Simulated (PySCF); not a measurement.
An isoelectronic set: 41 electrons

PBE0 in PySCF with def2-TZVPPD on every atom, for the lowest determinant that a PBE0 search found; no spin–orbit coupling. All have 41 electrons, 11 of them in the valence shells, and the same state, a doublet (π ↑). For ions De leads to the atom and ion picked by measured ionisation energies and electron affinities.

```tsv
species	difference of nuclear charges	Re (Å)	ωe (cm⁻¹)	k (mdyn/Å)	De (eV)	dissociates to
BBr⁻	30	2.108	399	0.908	1.44	B + Br⁻
GeF	23	1.757	663	3.91	5.25	Ge + F
AsO	25	1.615	1033	8.29	4.77	As + O
CBr	29	1.815	745	3.41	3.74	C + Br
AsF⁺	24	1.660	839	6.29	4.68	As⁺ + F
```

Question: Which member of the whole set has the stiffest bond, and how does it compare with the softest?

Answer: AsO with k = 8.29 mdyn/Å, 9.1 times that of BBr⁻.

Spin–orbit coupling is left out. For an ion De counts to the pair picked by the measured ionisation energies or electron affinities, which need not be the lowest pair at this level. The highest Kohn–Sham level is positive in this anion. Much of that is self-interaction error, but it also means that the finite basis helps to hold the extra electron. States were picked by a PBE0 search and need not be the measured ground states.
